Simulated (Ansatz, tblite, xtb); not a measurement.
**CH6ClInSi (SMILES [CH3][In]([SiH3])[Cl]): the dipole moment, rung by rung**

CH6ClInSi: 10 atoms, total charge 0, spin state singlet. As SMILES, `[CH3][In]([SiH3])[Cl]`. Geometry: relaxed at PBE0-D4/def2-TZVP.

| atom | x (Å) | y (Å) | z (Å) |
| --- | --- | --- | --- |
| C | -0.9497 | 1.8137 | -0.7935 |
| In | -0.4347 | -0.2069 | -0.3078 |
| Si | 1.3613 | -1.4333 | 1.0520 |
| Cl | -1.9572 | -1.7142 | -1.3098 |
| H | -0.1114 | 2.3077 | -1.2873 |
| H | -1.1877 | 2.3675 | 0.1163 |
| H | -1.8149 | 1.8093 | -1.4553 |
| H | 1.2011 | -2.9048 | 0.9394 |
| H | 1.2617 | -1.0396 | 2.4844 |
| H | 2.7148 | -1.0505 | 0.5646 |

Quantity: the dipole moment, in D. The values are calculated.

```
                         level            kind  program  value (D)   CPU time
                      GFN2-xTB  semi-empirical      xtb       4.25  under 2 s
                     IPEA1-xTB  semi-empirical   tblite       5.24  under 2 s
                      GFN0-xTB  semi-empirical      xtb       6.32  under 2 s
                      GFN1-xTB  semi-empirical      xtb       5.26  under 2 s
                     HF/STO-3G    Hartree–Fock   Ansatz       3.86      3.6 s
                      HF/3-21G    Hartree–Fock   Ansatz       4.37      5.6 s
  HF/def2-SVP (core potential)    Hartree–Fock   Ansatz       3.41       11 s
                    PBE/STO-3G             GGA   Ansatz       3.08      8.2 s
                   PBE0/STO-3G   global hybrid   Ansatz       3.40      8.9 s
PBE0/def2-SVP (core potential)   global hybrid   Ansatz       3.16       19 s
```

All-electron rows without a relativistic Hamiltonian named are non-relativistic, while core potentials hold scalar relativity, so basis and relativity change together. The values span 3.08 to 6.32 D. Sets without polarisation functions give poor dipoles. Times are those of the runs behind each value, whatever else they computed, on shared processors of several kinds: orders of magnitude only.
